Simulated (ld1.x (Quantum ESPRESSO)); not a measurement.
**Before and after: TM potential for Sr**

Sr (Z = 38), norm-conserving Troullier–Martins (Kleinman–Bylander form), made with ld1.x (Quantum ESPRESSO) 7.5 (PBE, fully relativistic). Core [Kr], reference 4d0 5s1 5p1. Waves: 5s (bound): rc 3.75 bohr; 5p (bound): rc 4.20 bohr; 4d (bound, empty): rc 2.20 bohr. Local part: all-electron potential smoothed inside 1.95 bohr (lloc = -1). Core correction: a·sin(br)/r model core inside 1.15 bohr.

Open shells are filled in proportion to 2j + 1 (rel_dist='average').

Change: core [Ar] 3d10, valence charge 10; reference 4s2 4p6 4d1 5s1 5p0; waves now 4p (bound): rc 2.55 bohr; 4d (bound): rc 3.45 bohr; 4s (bound): rc 1.95 bohr; local potential the s channel; core correction none.

Cutoffs: the cutoffs (Ry, on a coarse ladder) from which the occupation-weighted sum of valence levels, in a spherical-Bessel basis at the reference potential, stays within 10 and 1 mRy of its value at 400 Ry; they do not see the model core or the augmentation charge, which bear on the density cutoff. Errors are all-electron minus pseudo energies relative to the spin-unpolarised reference configuration.

Question: What does the change do?

Answer: The potential gets harder (6 Ry and 8 Ry → 25 Ry and 45 Ry); the bound ghost in p, s disappears; the miss of the reference levels goes from 0.00 to 0.27 eV; the number of tests that count goes from 6 to 7. The added semicore shells are compact, so their waves need more plane waves. Several settings change at once here, so the effects cannot be laid on one of them.

```csv
quantity,base,changed
"cutoff, loose",6 Ry,25 Ry
"cutoff, tight",8 Ry,45 Ry
bound ghosts,"s, p3/2, p1/2",none
"largest miss of a reference level, eV",0.00,0.27
"tests counted (converged, no solver errors)",6 of 7,7 of 7
```

Base: The cutoffs count occupied waves only; the empty 4d level needs 18 Ry at the loose tolerance. Tests not counted: 4d0 5s0 5p1 (solver errors, printed error -616 meV). Changed file: The 5s level has no wave, so the channel is fitted at the deeper level alone: the likely source of the large errors. A true bound ghost makes a file unfit for plane-wave use even where its test errors are small: the radial tests pick states by their node count and pass the ghost by.
